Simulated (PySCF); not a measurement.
F₂HSi (calculated)

All values are calculated (PySCF 2.14.0). Calculation on a computer-drawn molecule: vertical ionisation energy to the stated ion spin, frozen-core CCSD(T) at the basis limit and cheaper methods, single-reference cases, UHF for radicals, no spin-orbit; all values are single points at the evaluated structure, the first of each entry, which is the reference or a displaced copy of it and isn't optimised; the reference structure only sets the zero of the energies above reference; triples share is (T) over the correlation energy.

```xyz
4
formula=F2HSi charge=1 multiplicity=1 ion_multiplicity=2 diffuse_functions=no basis=cc-pV(n+d)Z reference_is=the_Hartree-Fock_double-zeta_minimum best_is=HF_at_quadruple_zeta_+_MP2_correlation_extrapolated_from_triple_and_quadruple_zeta_+_CCSD(T)_minus_MP2_at_triple_zeta basis_step_is=the_size_of_the_change_from_the_same_recipe_one_zeta_lower ionisation_energy_best=20.9 ionisation_energy_basis_step=0.002419 energy_above_reference_best=51.18 energy_above_reference_basis_step=2.441 ionisation_energy_Koopmans_at_triple_zeta=22.9 ionisation_energy_EOM_CCSD_at_triple_zeta=20.83 total_energy_HF_triple_zeta=-488.1809 total_energy_CCSD(T)_triple_zeta=-488.8194 total_energy_best=-488.9347 T1_diagnostic_at_triple_zeta=0.01986 D1_diagnostic_at_triple_zeta=0.05985 ion_T1_diagnostic_at_triple_zeta=0.01714 ion_D1_diagnostic_at_triple_zeta=0.04318 ion_spin_squared_at_triple_zeta=0.7562 triples_share_at_triple_zeta=0.03366 basis_functions_triple_zeta=113
F     -1.2033    -0.4856    -0.1602
Si    -0.0370    -1.7612    -1.0864
F     -0.5967    -2.3892    -2.3687
H      1.2714    -2.0895    -0.5840
```

Units: ionisation_energy_best, ionisation_energy_basis_step, ionisation_energy_Koopmans_at_triple_zeta, ionisation_energy_EOM_CCSD_at_triple_zeta in eV; energy_above_reference_best, energy_above_reference_basis_step in kcal/mol; total_energy_HF_triple_zeta, total_energy_CCSD(T)_triple_zeta, total_energy_best in hartree.

Reference structure:
```xyz
4
F2HSi
F     -1.2018    -0.4842    -0.1544
Si    -0.2940    -1.4858    -0.8868
F     -0.8495    -2.1205    -2.1722
H      1.0232    -1.8162    -0.3890
```

Drawn bonds:
```csv
atom,other atom,order
1,2,1
2,3,1
2,4,1
```

Triple zeta:
```csv
method,ionisation energy (eV),energy above reference (kcal/mol)
HF,18.67,62.11
PBE,20.76,43.29
r2SCAN,20.69,49.34
B3LYP,20.79,48.49
wB97X,20.66,50.98
MP2,20.95,50.83
CCSD,20.52,53.08
CCSD(T),20.66,50.92
```
